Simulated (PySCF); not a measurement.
Species: `FC1=C2C=C[SiH2]C2=CC=C1`. The columns A, B, C and D hold Mulliken, IAO, Hirshfeld and ESP-fitted charges (e) of one PBE0/pcSseg-1 density (PySCF), in a shuffled order. Coordinates in Å (GFN2-xTB); the density's dipole moment is (0.25, -1.35, 0.19) D.

```tsv
atom	x	y	z	A	B	C	D
F1	0.562	2.867	-0.453	-0.287	-0.274	-0.193	-0.084
C2	0.808	1.549	-0.263	+0.454	+0.286	+0.250	+0.087
C3	2.123	1.114	-0.243	-0.136	-0.186	-0.284	-0.064
C4	2.386	-0.230	-0.049	-0.050	-0.146	-0.125	-0.044
C5	1.343	-1.131	0.124	-0.050	-0.147	-0.220	-0.054
C6	0.034	-0.696	0.104	-0.311	-0.261	-0.155	-0.091
C7	-0.248	0.667	-0.093	-0.351	-0.039	+0.133	-0.024
C8	-1.661	1.016	-0.096	+0.016	-0.124	-0.210	-0.039
C9	-2.521	0.007	0.087	-0.367	-0.433	-0.377	-0.144
Si10	-1.602	-1.624	0.301	+0.760	+0.747	+0.490	+0.339
H11	2.919	1.829	-0.379	+0.107	+0.170	+0.193	+0.057
H12	3.408	-0.576	-0.032	+0.094	+0.158	+0.155	+0.054
H13	1.558	-2.179	0.275	+0.080	+0.149	+0.165	+0.049
H14	-1.946	2.048	-0.242	+0.079	+0.163	+0.178	+0.052
H15	-3.586	0.165	0.100	+0.109	+0.159	+0.180	+0.044
H16	-1.750	-2.227	1.626	-0.074	-0.111	-0.090	-0.068
H17	-1.833	-2.588	-0.776	-0.074	-0.111	-0.090	-0.068
```

Question: Which column most likely holds the ESP-fitted charges?

Answer: C. Σ q r misses the density's dipole by 0.03 D (C), 0.28 D (D), 2.29 D (B), 3.22 D (A). Charges fitted to the outside potential are the only set here that is tied to the molecule's multipoles.

Question: And the Hirshfeld charges?

Answer: D. The mean sizes are 0.080 e (D), 0.200 e (A), 0.205 e (C), 0.215 e (B), and Hirshfeld charges are commonly the smallest of these schemes.

As computed, A = Mulliken, B = IAO, C = ESP-fitted, D = Hirshfeld. Hydrogens on carbon: Mulliken +0.08 to +0.11, IAO +0.15 to +0.17, ESP-fitted +0.16 to +0.19, Hirshfeld +0.04 to +0.06 e.

The Hirshfeld scheme divides the density at each point in proportion to the densities of the neutral, spherically averaged free atoms. The Mulliken scheme gives each basis function's population to the atom it is centred on and halves the overlap population of two atoms between them.

Isolated species at its GFN2-xTB geometry, gas phase.
